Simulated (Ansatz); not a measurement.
The cluster Ca2Si. Charge 0, multiplicity 3. Geometry B3LYP-D4/def2-TZVPD, that of the charge -1 doublet; atoms count from 1.

```xyz
3

Ca   -0.480   -0.065   -1.884
Ca   -0.883    0.006    1.734
Si    1.363    0.060    0.151
```

The structure comes from a short search, and lower isomers may exist.

(1) Estimate the Mulliken populations from the PBE0/def2-TZVPD orbitals of Ansatz.

(2) Where does the spin sit?

(3) And the Mayer bond orders between bonded heavy atoms (over 0.3)?

## Answers

(1) 
| atom | charge (e) | spin (α − β) |
| --- | --- | --- |
| Ca1 | 0.31 | 0.22 |
| Ca2 | 0.31 | 0.22 |
| Si3 | -0.62 | 1.56 |
Mulliken values and Mayer orders depend strongly on the basis. With diffuse functions, as here, like atoms can get unlike values, and bond orders can come out too low or too high.

(2) Summed by element: Ca 0.44, Si 1.56, of 2 unpaired in all. Largest on single atoms: Si3 1.56, Ca1 0.22, Ca2 0.22.

(3) Ca1–Ca2 0.84 (3.64 Å); Ca1–Si3 1.08 (2.75 Å); Ca2–Si3 1.08 (2.75 Å).
